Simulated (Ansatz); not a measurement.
Cost and result for the atomization energy of CH6OSi2, SMILES `O[SiH]1C[SiH2]1` (10 atoms, 10 bonds).

```xyz
10

O    -0.4190   -0.3715   -1.9943
Si    0.1518    0.2617   -0.5967
C     0.4999   -0.9277    0.7155
Si   -0.9164    0.0691    1.6629
H    -0.8299    0.2161   -2.6304
H     1.0284    1.4326   -0.8044
H     0.2230   -1.9575    0.4993
H     1.4786   -0.8582    1.1832
H    -0.0169    1.2924    1.8595
H    -1.1994    0.8429    0.1053
```

The species carries charge 0 and has multiplicity 1. The geometry is a stationary point of PBE0-D4/def2-TZVP. It is one conformer, not always the lowest. Program: Ansatz. All runs use 2 threads of an Arm Neoverse V2 on a shared host. Times are those of one run each, without the atoms' runs, and a repeat can differ threefold. Electronic energies, without spin–orbit coupling; frozen cores. CCSD(T)/CBS adds CCSD(T) − MP2 in def2-TZVPP to the MP2 limit, and its time is that of the two runs behind it. T1 = 0.014. B3LYP takes the VWN-RPA correlation (the form of Gaussian; ORCA's B3LYP/G). HSE06 is the plane-wave form, built on full-range PBE exchange.

CCSD(T)/CBS is a level of theory with its own doubt, some kJ/mol a heavy atom from the limit and from the frozen cores, so smaller differences don't rank the functionals.

```csv
level,functions,wall time,atomization (kJ/mol),difference from CCSD(T)/CBS,per bond
revPBE-D4/def2-TZVPP,230,2.5 s,3370.1,-48.8,-4.9
BLYP-D4/def2-TZVPP,230,2.5 s,3385.2,-33.7,-3.4
CCSD(T)/def2-SVP,94,3.2 s,3159.2,-259.7,-26.0
PBE0-D4/def2-TZVPP,230,3.5 s,3394.0,-24.9,-2.5
HSE06-D4/def2-TZVPP,230,3.7 s,3396.4,-22.5,-2.2
B3LYP-D4/def2-TZVPP (with forces),230,5.5 s,3399.5,-19.4,-1.9
r2SCANh-D4/def2-TZVPP,230,6 s,3400.7,-18.2,-1.8
B2PLYP/def2-TZVPP,230,6.5 s,3361.0,-57.9,-5.8
PBE-QIDH/def2-TZVPP,230,7 s,3376.4,-42.5,-4.2
ωB97M-V/def2-TZVPP (with forces),230,14 s,3429.6,10.7,1.1
MP2/def2-QZVPP,434,24 s,3411.8,-7.1,-0.7
CCSD(T)/def2-TZVPP,230,89 s,3322.7,-96.2,-9.6
CCSD(T)/CBS(def2),–,110 s,3418.9,0.0,0.0
```

From PBE to PBE0 (25 % exact exchange), in def2-TZVPP and without D4, the atomization energy moves by −44.6 kJ/mol: exact exchange takes away binding that semilocal exchange gives to molecules. At CCSD(T), def2-SVP lies −259.7 kJ/mol from the extrapolated value and def2-TZVPP −96.2 kJ/mol: correlation converges slowly with the basis, and small sets miss more of it in the bonded molecule than in its fragments. The D4 term adds +36.5 kJ/mol with B3LYP and +18.8 kJ/mol with PBE0; it sums over pairs of atoms, weighted by their polarisabilities, and B3LYP, whose exchange is more repulsive, gets the larger term.
